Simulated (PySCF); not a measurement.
Exercise with solution: oscillator strength and radiative lifetime

SiFCl, SMILES F[Si]Cl (connectivity only; charge and spin as stated), neutral, multiplicity 1.

The structure is a stationary point at PBE0-D3(BJ)/def2-TZVP.

TDDFT-LC-ωPBE/def2-TZVPD run with PySCF puts the first singlet state with f over 0.02 at 4.50 eV (vertical), with the transition dipole (0.000, 0.000, -0.796) in atomic units.

Task: Find the oscillator strength, the wavelength and the radiative lifetime that this transition would have in vacuum if emission retraced absorption.

Result: 
|μ|² = 0.6336 au, so |μ| = 2.02 D. ΔE = 4.50/27.211 = 0.1654 hartree. f = (2/3) ΔE |μ|² = 0.070 (the program prints 0.070).
λ = 1239.84/4.50 = 276 nm; ν = 36295 cm⁻¹.
Einstein's coefficient A = 0.6670 ν² f s⁻¹ (ν in cm⁻¹) = 6.1e7 s⁻¹, so τ = 1/A = 16 ns. This state is S1. The figure is the radiative limit of this one transition; relaxation, internal conversion, crossing to triplets and a medium change what is measured.
